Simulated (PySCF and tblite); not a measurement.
Results of a calculation; reference values are marked as such.
C8H6ClF3O, numbered as in [CH3:1][O:2][c:3]1[cH:4][cH:5][c:6]([C:7]([F:8])([F:9])[F:10])[c:11]([Cl:12])[cH:13]1.

The ensemble was built from 60 distance-geometry starts (ETKDG and KDG, MMFF94s, GFN2-xTB) and rests on GFN2-xTB geometries. Energies: PBE0-D3(BJ)/6-31G*, with GFN2-xTB thermal terms (modes under about 100 cm⁻¹ blended into free rotors). Symmetry numbers and mirror images are counted. Conformers within 2.5 kcal/mol (GFN2-xTB free energy) were kept, 3 at most. GIAO shieldings: PBE0/6-31G*. Shifts are against TMS (¹H), TMS (¹³C), CFCl3 (¹⁹F) at the same level. (PySCF 2.14, tblite 0.8.)

Torsions listed: C1–O2–C3–C4.

```csv
conformer,shape,symmetry,E(GFN2) kcal/mol,E(DFT) kcal/mol
1,180°,Cs,0.00,0.00
2,0°,Cs,0.39,0.10
```

**Question.** How much do the weights at 298.15 K and the averaged shift of C4 depend on how the conformers are weighted?

**Answer.** 
| weighting | 1 (%) | 2 (%) | δ (ppm) | rms dipole (D) |
| --- | --- | --- | --- | --- |
| DFT energy with thermal terms, symmetry and mirror images (full scheme) | 53 | 47 | 107.0 | 4.62 |
| DFT energy with symmetry and mirror images | 54 | 46 | 107.0 | 4.61 |
| bare DFT energy | 54 | 46 | 107.0 | 4.61 |
| GFN2-xTB energy with symmetry and mirror images | 66 | 34 | 108.0 | 4.53 |
| GFN2-xTB free energy | 65 | 35 | 108.0 | 4.53 |
| leading conformer alone | 100 | 0 | 111.0 | 4.27 |
| equal weights | 50 | 50 | 106.7 | 4.64 |

The largest departure from the full scheme, 4.0 ppm, comes with: leading conformer alone.


Conformer gaps in 6-31G* on xTB geometries can be 2 kcal/mol off for S=O, P=O and other polar bonds.